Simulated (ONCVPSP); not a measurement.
**What one change does to a pseudopotential (C (Z = 6), ONCV)**

- Element: C (Z = 6)
- Generator: ONCVPSP 4.0.1
- Type: optimised norm-conserving Vanderbilt (ONCV)
- Functional: PBE
- Relativity: scalar-relativistic
- Frozen core: [He]
- Valence charge: 4
- Reference configuration: 2s2 2p2
- Partial waves: 2s: rc 1.10 bohr, ncon 4, nbas 8, qcut 4.7 1/bohr, 2 projectors, debl 3 Ha; 2p: rc 1.10 bohr, ncon 3, nbas 8, qcut 8.3 1/bohr, local; d scattering state at 0.16 Ha: rc 1.50 bohr, ncon 4, nbas 7, qcut 5.7 1/bohr, 2 projectors, debl 0.4 Ha
- Local potential: the p channel
- Core correction: polynomial model core, fcfact 0.4

Change: s: rc 1.42.

Cutoffs: the cutoffs (Ha) at which the residual kinetic energy of the hardest occupied pseudo-wave falls to 1 and 0.1 mHa per electron; they do not see the model core or the augmentation charge, which bear on the density cutoff. Errors are all-electron minus pseudo energies relative to the spin-unpolarised reference configuration.

Problem. How do hardness, ghosts and transferability respond?

Solution. The potential gets softer (64 Ha and 135 Ha → 27 Ha and 76 Ha); of the 4 tests that both files solve, the error grows in 2 and shrinks in 1 by more than 15 % and 0.3 meV (median size 56.3 → 66.4 meV); neither file shows a bound ghost. A larger radius leaves more room for a smooth pseudo-wave, so fewer plane waves are needed.

| quantity | base | changed |
| --- | --- | --- |
| cutoff, loose | 64 Ha | 27 Ha |
| cutoff, tight | 135 Ha | 76 Ha |
| loose cutoff by channel | s 64 Ha, p 27 Ha | s 14 Ha, p 27 Ha |
| bound ghosts | none | none |
| GHOST(+) flags under 300 eV | none | none |
| error for 2s2 2p1, meV [ΔE 10.86 eV] | +5.1 | +8.8 |
| error for 2s2 2p0, meV [ΔE 35.02 eV] | +72 | +104 |
| error for 2s1 2p0, meV [ΔE 83.21 eV] | +139 | +120 |
| error for 2s0 2p4, meV [ΔE 16.98 eV] | +41 | +29 |
| p: phases at 1.12 bohr within 0.05 rad from the reference energy up to (Ha; the scan ends near 5) | 4.4 | 4.4 |
| d: phases at 1.52 bohr within 0.05 rad from the reference energy up to (Ha; the scan ends near 5) | to the end of the scan | to the end of the scan |
| rms error of d²Exc/dni dnj with the model core, mHa | 1.20 | 1.44 |
